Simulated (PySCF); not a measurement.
Ligands exchanged one at a time, Al SiH3-H. Isolated molecules, 0 K electronic values unless said otherwise. Strings in code marks are SMILES.

Level of theory: PBE-D3(BJ)/def2-TZVP run with PySCF 2.14.0. 

```csv
species,dipole moment (D),HOMO–LUMO gap (eV),LUMO (eV)
0 of 3 SiH3 replaced by H (`[SiH3][Al]([SiH3])[SiH3]`),0.08,2.96,-3.36
2 of 3 SiH3 replaced by H (`[AlH2][SiH3]`),0.23,___,-2.89
3 of 3 SiH3 replaced by H (`[AlH3]`),0.00,4.75,___
```

Problem. Fill in the missing entries.

Solution. 
- 2 of 3 SiH3 replaced by H (`[AlH2][SiH3]`), HOMO–LUMO gap (eV): 3.67
- 3 of 3 SiH3 replaced by H (`[AlH3]`), LUMO (eV): -2.54
